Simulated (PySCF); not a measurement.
XPS shifts beside NMR shieldings

Compound: C7H13P.
Geometry (PBE0-D3(BJ)/def2-SVP, Å), atoms numbered from 1 in this order:
```xyz
21
C7H13P angstrom
C     -0.2984   -0.7943   -2.2043
P     -0.4371   -0.2651   -0.6370
C      0.7611   -1.0807    0.4730
C      1.7925   -0.1162    1.0518
C      2.6999    0.4982   -0.0013
C     -0.9450    1.3313   -0.0776
C     -1.8719    0.3906    0.1958
C     -3.2791    0.3097    0.6456
H      0.3942   -1.6085   -2.4139
H     -0.9348   -0.4054   -2.9992
H      0.1803   -1.5619    1.2758
H      1.2435   -1.8788   -0.1127
H      2.3958   -0.6584    1.7988
H      1.2665    0.6798    1.6067
H      3.2862   -0.2758   -0.5216
H      2.1187    1.0325   -0.7700
H      3.4071    1.2122    0.4468
H     -0.8962    2.4274   -0.0718
H     -3.3683   -0.3309    1.5372
H     -3.8968   -0.1548   -0.1391
H     -3.6927    1.3035    0.8792
```

Binding energies: PySCF 2.14.0, delta-SCF UKS SCAN, pcX-2 on the ionised atom, pcseg-1 elsewhere, spin-free X2C. Shieldings: GIAO B3LYP/pcSseg-1, non-relativistic, same geometry.

```tsv
atom	isotropic shielding (ppm)
C1	177.2
C3	146.2
C4	160.1
C5	163.6
C6	28.3
C7	1.4
C8	162.0
```

Q: What are the C 1s binding energies of these atoms?

A: 
```
atom                      environment  C 1s (eV)  isotropic shielding (ppm)
  C1       carbon bonded to P and 2 H     288.09                      177.2
  C6                 alkene CH carbon     289.90                       28.3
  C7  fully substituted alkene carbon     290.25                        1.4
  C5                    methyl carbon     290.43                      163.6
  C3   sp3 carbon bound to phosphorus     290.52                      146.2
  C4                 chain CH2 carbon     290.67                      160.1
  C8                   allylic carbon     290.93                      162.0
```

Q: Among the listed atoms, is the one with the highest binding energy also the least shielded?

A: No. The highest binding energy is at C8 (290.93 eV, shielding 162.0 ppm), the lowest shielding at C7 (1.4 ppm, 290.25 eV).

Over these 7 sites the two quantities correlate at r = -0.08. By binding energy: C1 < C6 < C7 < C5 < C3 < C4 < C8. By shielding: C7 < C6 < C3 < C4 < C8 < C5 < C1.

The structure is a single PBE0-D3(BJ)/def2-SVP conformer in the gas phase; no vibrational or solvent corrections.
